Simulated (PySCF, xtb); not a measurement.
Si(Me)2(NMe2)2 (C₆H₁₈N₂Si), SMILES CN([Si](N(C)C)(C)C)C.

Coordinates come from a B3LYP-D3(BJ)/def2-SVP optimisation. The isomer is the one that the SMILES or the coordinates give; other isomers of the formula were not compared. One conformer was computed; it need not be the lowest.

The numbers are results of PySCF with C-PCM-PBE0/def2-SVP, not measurements.

The values are the electrostatic part of the solvation free energy, E(continuum) − E(gas) at the gas-phase geometry, in a cavity of scaled van der Waals radii (PySCF's table); cavitation and dispersion terms are not included. In vacuum the orbital gap is 7.23 eV. The dipole moment in vacuum is 0.12 D.

Computed values in water (ε = 78.36), methanol (ε = 32.61), tetrahydrofuran (ε = 7.43):
| solvent | ε | ΔG(elec) (kcal/mol) | dipole (D) | gap (eV) |
|---|---|---|---|---|
| water | 78.36 | -1.3 | 0.24 | 7.28 |
| methanol | 32.61 | -1.3 | 0.23 | 7.28 |
| tetrahydrofuran | 7.43 | -1.1 | 0.22 | 7.28 |

For comparison, GFN2-xTB/ALPB(water) (xtb, at the GFN2-xTB geometry, all terms of that model) gives -0.9 kcal/mol.
